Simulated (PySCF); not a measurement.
Compound: C6H9B.
Cartesian coordinates in Å at the PBE0-D3(BJ)/def2-TZVP level; atoms count from 1:
```
atom  x, y, z in Å
C1    -2.0039   -1.4338   -0.6782
C2    -1.4670   -0.2274   -0.4769
B3     0.0183    0.0120   -0.0831
C4     1.0205   -1.1771   -0.0710
C5     2.2702   -1.0977    0.3937
C6     0.5016    1.4400    0.2987
C7    -0.3094    2.4903    0.4510
H8    -1.4188   -2.3435   -0.5849
H9    -3.0504   -1.5697   -0.9363
H10   -2.1402    0.6212   -0.5904
H11    0.7092   -2.1516   -0.4448
H12    2.9424   -1.9511    0.4057
H13    2.6754   -0.1725    0.7920
H14    1.5611    1.6242    0.4714
H15   -1.3824    2.4109    0.3055
H16    0.0573    3.4729    0.7344
```

All values: wB97X-D/pcSseg-2 (PySCF, non-relativistic), on one gas-phase PBE0-D3(BJ)/def2-TZVP geometry that isn't relaxed in the solvent. The solvent is an IEF-PCM continuum (van der Waals radii × 1.2). Specific hydrogen bonds and non-electrostatic terms are outside this model.

Gas phase at wB97X-D/pcSseg-2: HOMO -9.54 eV, LUMO -0.41 eV, dipole 0.11 D.

Question: What does the continuum do to the energy, the frontier levels and the dipole at wB97X-D/pcSseg-2 in chloroform?

Answer: 
```csv
solvent,ε,E(solvent) − E(gas) (kcal/mol),polarisation term (kcal/mol),distortion of the solute (kcal/mol),HOMO (eV),LUMO (eV),dipole (D)
chloroform,4.711,-2.09,-2.26,0.17,-9.54,-0.40,0.13
```

Polarisation term: ½ Σ q·V over the induced surface charges. Distortion: the rise of the solute's own energy as its density leaves the gas-phase optimum.

Note: wB97X-D ran without an empirical dispersion term, which enters the total energy and its gradient alone.
